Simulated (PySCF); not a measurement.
Structure problem from calculated spectra and properties.

Formula: C2H15NSi4.

| Quantity | Value |
| --- | --- |
| NMR, other nuclei | isotropic shieldings of nuclei other than C and H, by class: 284 (1 N), 418 (1 Si), 484 (1 Si), 491 (1 Si), 492 (1 Si) ppm [GIAO HF/pcSseg-1] |
| Rotational structure | rotational constants A, B, C: 1.380, 0.761, 0.565 GHz [PBE0-D3(BJ)/def2-SVP] |
| Valence photoelectron | vertical ionisation energy: 7.88 eV [ΔSCF wB97X-D/def2-SVPD] |
| 13C NMR | chemical shifts (computed TMS as zero) by class: 37.5 (2 C) ppm [GIAO HF/pcSseg-1] |
| 1H NMR | chemical shifts (computed TMS as zero) by class: 4.48 (1 H), 3.40 (3 H), 3.28 (3 H), 3.20 (1 H), 3.06 (1 H), 2.21 (6 H) ppm [GIAO HF/pcSseg-1] |
| UV, strongest line | among the 10 lowest singlet transitions: S10 at 6.96 eV (178 nm, f = 0.336) [TDDFT wB97X-D/def2-SVPD] |

Gas-phase values; electronic properties from PySCF, density fitting. Levels stand in brackets. One conformer (not necessarily the lowest) at the PBE0-D3(BJ)/def2-SVP geometry, without solvent, vibrations or thermal averaging. Each NMR value is the plain mean over a class of atoms that symmetry, rotation or inversion makes alike.

Question: What is the compound? Reason from the data.

Answer: Numbering: `[CH3:1][N:2]([CH3:3])[Si@H:4]([SiH3:5])[SiH2:6][SiH3:7]`. Its formula, C2H15NSi4, gives 0 degrees of unsaturation, so no ring and no π bond. 2 carbons fall into 1 class: N-methyl carbon [C1/C3] (37.5 ppm, 2 C, up to 2.7 ppm apart in this geometry). Hydrogen classes from least to most shielded: 1 H on an SiH silicon, Si4 (4.48 ppm), 3 H on an SiH3 silicon, Si7 (3.40 ppm), 3 H on an SiH3 silicon, Si5 (3.28 ppm), 1 H on an SiH2 silicon, Si6 (3.20 ppm), 1 H on an SiH2 silicon, Si6 (3.06 ppm), 6 H on 2 N-methyl carbons, C1/C3 (2.21 ppm, a mean of values up to 0.5 ppm apart in this geometry). The other shieldings belong to: 284 ppm, silicon-bound nitrogen [N2]; 418 ppm, SiH silicon [Si4]; 484 ppm, SiH3 silicon [Si7]; 491 ppm, SiH2 silicon [Si6]; 492 ppm, SiH3 silicon [Si5]. The first electron is taken from the HOMO, whose largest Löwdin shares are 0.43 on the silicon-bound nitrogen, 0.11 on the SiH silicon, 0.11 on an SiH3 silicon and 0.06 on an N-methyl carbon. The optimised geometry has point group C1 and is an asymmetric top. Structure: `[SiH3][SiH2][Si@@H]([SiH3])N(C)C`. Computed isomers that give other values at the same levels: `CN(C)[SiH2][SiH]([SiH3])[SiH3]` (smallest rotational constant: 0.623 GHz; this holds for the one conformer computed). The assignments are read from this structure; whether some other isomer fits the data as well wasn't checked. The mirror image fits equally.

Shape of the structure used: `[CH3:1][N:2]([CH3:3])[Si@H:4]([SiH3:5])[SiH2:6][SiH3:7]`: C1–N2–Si4–Si5 -88°, N2–Si4–Si6–Si7 -37°.
